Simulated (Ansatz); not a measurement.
A structure relaxed at r2SCAN-D4/def2-SVP in Ansatz, charge 0, singlet:

| atom | x (Å) | y (Å) | z (Å) |
| --- | --- | --- | --- |
| Zr1 | -0.544 | -0.389 | -1.411 |
| Ge2 | 2.053 | -0.724 | 2.242 |
| Ge3 | 0.382 | -3.114 | -1.636 |
| Ge4 | 1.485 | -1.888 | 0.041 |
| Ge5 | -1.953 | 2.012 | -1.270 |
| Ge6 | -1.459 | -2.551 | 0.003 |
| Ge7 | 0.587 | 2.104 | -1.660 |
| Ge8 | -1.280 | 1.267 | 0.987 |
| Ge9 | 0.015 | 3.391 | 0.516 |
| Ge10 | -0.530 | -0.947 | 1.733 |
| Ge11 | 1.245 | 0.838 | 0.456 |

(1) Give its formula.

(2) Summarise the bond lengths by kind (pairs closer than 1.2 times the sum of covalent radii, bridged metal pairs left out).

## Answers

(1) the cluster ZrGe₁₀.

(2) 17 × Ge–Ge 2.35 to 2.83 Å; 8 × Ge–Zr 2.74 to 3.19 Å. The metal has 8 neighbours: Ge 2.89 Å, Ge 2.91 Å, Ge 2.79 Å, Ge 2.74 Å, Ge 2.75 Å, Ge 3.01 Å, Ge 3.19 Å, Ge 2.86 Å.

In the def2 sets Zr takes a core potential; there is no spin–orbit coupling. The restricted singlet is unstable towards broken spin symmetry in Hartree–Fock (as tested in another run); at r2SCAN-D4/def2-SVP this wasn't settled. The relaxation made no stability test and no search for a lower SCF solution. No other spin state of charge 0 was run. Another isomer (singlet) lies 0.93 eV lower at PBE0-D4/def2-TZVP; other spin states weren't run for this one.
